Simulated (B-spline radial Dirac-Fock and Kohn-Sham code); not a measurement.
## Satellites and hypersatellites of the K lines of Mn

System: the free manganese atom, configuration [Ar] 3d6 4s1 (an excited configuration).

The computed values come from a B-spline atomic structure program: relaxed Dirac-Fock hole states (ΔSCF) with Breit and QED corrections and a finite nucleus. Each two-hole energy is an average over J within one jj subconfiguration, not an observable level; in light atoms, where LS coupling holds, the j-resolved values are not observed lines, and for a K spectator the Kα1 hypersatellite is nearly forbidden. Electron correlation is not included.

Lines without a spectator: Kα2 (K-L2) 5887.3 eV, Kα1 (K-L3) 5897.5 eV, Kβ3 (K-M2) 6485.5 eV, Kβ1 (K-M3) 6486.7 eV. Shifts in eV with one spectator hole (a dash: not computed, or left out as unreliable):

```csv
spectator hole,Kα2,Kα1,Kβ3,Kβ1
L2 (2p1/2),+23.67,+28.98,–,+65.1
L3 (2p3/2),+27.17,+25.98,+63.1,–
M2 (3p1/2),–,+1.94,+3.73,+5.13
M3 (3p3/2),+1.78,–,+4.85,+4.46
```

Q: Where does the K-L3 hypersatellite lie, emitted when both K electrons are missing?

A: +263.0 eV from the normal line, at 6160.5 eV. Removing both K electrons costs 13433.5 eV, which is 345.4 eV more than twice the K binding energy. In light atoms the observed hypersatellite is the ¹S₀ → ¹P₁ component, which lies below this average, and the triplet component is nearly forbidden.

With n spectator holes in 2p, averaged over the 2p shell (energies in eV):

```tsv
n	KαLⁿ	step	hypersatellite KαʰLⁿ
0	5894.1	–	6156.5
1	5921.0	+27.0	6184.5
2	5948.9	+27.9	6213.6
3	5977.9	+29.0	6243.8
4	6007.9	+30.0	6275.0
5	6039.0	+31.1	6307.4
```
